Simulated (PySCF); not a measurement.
PySCF 2.14 output of an unrestricted M06-2X calculation on a single atom or ion in aug-cc-pVTZ-DK (8s7p5d3f2g, 93 functions), with the spin-free X2C one-electron Hamiltonian (Gaussian nucleus):

```
SCF conv_tol = 1e-09
number electrons alpha = 15  beta = 13
    Y. Zhao and D. G. Truhlar.,  Theor. Chem. Acc. 120, 215 (2008)
    Y. Zhao and D. G. Truhlar.,  Theor. Chem. Acc. 120, 215 (2008)
cycle= 1 E= -1654.41598269658  delta_E= -0.0125  |g|= 0.0668  |ddm|= 0.448
cycle= 2 E= -1654.41541795618  delta_E= 0.000565  |g|= 0.105  |ddm|= 0.0778
cycle= 3 E= -1654.41681375437  delta_E= -0.0014  |g|= 0.00563  |ddm|= 0.0447
cycle= 4 E= -1654.41682249643  delta_E= -8.74e-06  |g|= 0.00105  |ddm|= 0.0065
cycle= 5 E= -1654.41682317076  delta_E= -6.74e-07  |g|= 0.000139  |ddm|= 0.00267
cycle= 6 E= -1654.41682319458  delta_E= -2.38e-08  |g|= 3.22e-05  |ddm|= 0.000339
cycle= 7 E= -1654.41682319623  delta_E= -1.64e-09  |g|= 6.93e-06  |ddm|= 0.000103
cycle= 8 E= -1654.41682319628  delta_E= -5.16e-11  |g|= 1.49e-06  |ddm|= 1.78e-05
converged SCF energy = -1654.41682319628  <S^2> = 2.0026142  2S+1 = 3.0017423
```

The run itself started from symmetry-adapted Hartree-Fock orbitals and held the occupation by maximum overlap, on a logarithmic radial grid, so the iterations belong to that start.

Q: Which element, charge and spin multiplicity is this?

A: Cu⁺ (copper, charge +1), multiplicity 3; the state was [Ar] 3d9 4s1, high-spin 3D determinant (an excited configuration).
